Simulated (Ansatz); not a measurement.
Z-matrix (Å, degrees):
```
Zr
O 1 1.908
O 1 1.908 2 110.1
O 1 1.908 2 110.1 3 121.5
I 1 2.764 2 108.9 3 -119.3
H 2 0.953 1 163.9 3 -129.0
H 3 0.953 1 163.9 2 -7.5
H 4 0.953 1 163.9 2 -128.9
```

Total charge 0; spin multiplicity 1. Zr, I: def2 effective core potential.

(1) List the ωB97M-V/def2-TZVPP orbital energies in eV (the Gaussian-basis code of Ansatz). (Best estimate.)

## Answers

(1) Ansatz gave: Occupied: -526.18, -526.18, -526.18, -189.80, -135.48, -135.41, -135.41, -62.32, -54.40, -54.36, -54.36, -54.30, -54.30, -38.96, -38.96, -38.56, -30.06, -29.71, -29.71, -21.04, -16.94, -16.76, -16.76, -12.98, -12.98, -12.45, -12.17, -12.17, -11.76, -10.35, -9.30, -9.30. Lowest empty: 0.54, 1.28, 1.28, 1.53, 1.53, 1.69, 1.85, 2.51.
